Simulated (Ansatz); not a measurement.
Mulliken charges of C₂H₄BrClSi, SMILES `Cl[Si]1(Br)CC1` from r2SCAN/def2-TZVPP in Ansatz (PBE0-D4/def2-TZVP geometry).

```tsv
atom	x (Å)	y (Å)	z (Å)	charge (e)
Cl1	0.290	-2.551	-0.933	-0.207
Si2	0.554	-0.826	0.110	0.486
Br3	2.215	-1.012	1.534	-0.176
C4	0.149	0.775	-0.644	-0.204
C5	-0.858	0.259	0.464	-0.204
H6	0.718	1.662	-0.383	0.076
H7	-0.247	0.813	-1.654	0.077
H8	-1.848	-0.006	0.108	0.077
H9	-0.883	0.841	1.380	0.076
```

**Question.** By hand: the dipole of these point charges (1 e Å = 4.8032 D).

**Answer.** Σ q r = (-0.210, 0.346, -0.030) e Å, of length 0.406 e Å = 1.95 D.

**Question.** How does the dipole of the full density compare? (Best estimate.)

**Answer.** The calculation gave: (-0.161, 0.239, -0.035) e Å, 1.39 D; the point charges give 1.40 times that, at 4° from its direction.

Point charges leave out the atoms' own dipoles, such as those of lone pairs, and Mulliken's split depends on the basis, so the two needn't agree.
